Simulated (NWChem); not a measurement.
Species: ZrSF₂; SMILES [Zr]([F])(=[S])[F]

def2 effective core potentials on Zr; no spin-orbit coupling.

Q: Give the equilibrium geometry at PBE0/def2-SVP with def2 effective core potentials on Zr (NWChem) as an XYZ file, with the point group.

A: point group Cs; any orientation.
```
4

Zr    -0.1317    -0.2283     0.0000
S      0.0688     1.9696     0.0000
F      0.4174    -1.0282     1.6478
F      0.4174    -1.0282    -1.6478
```
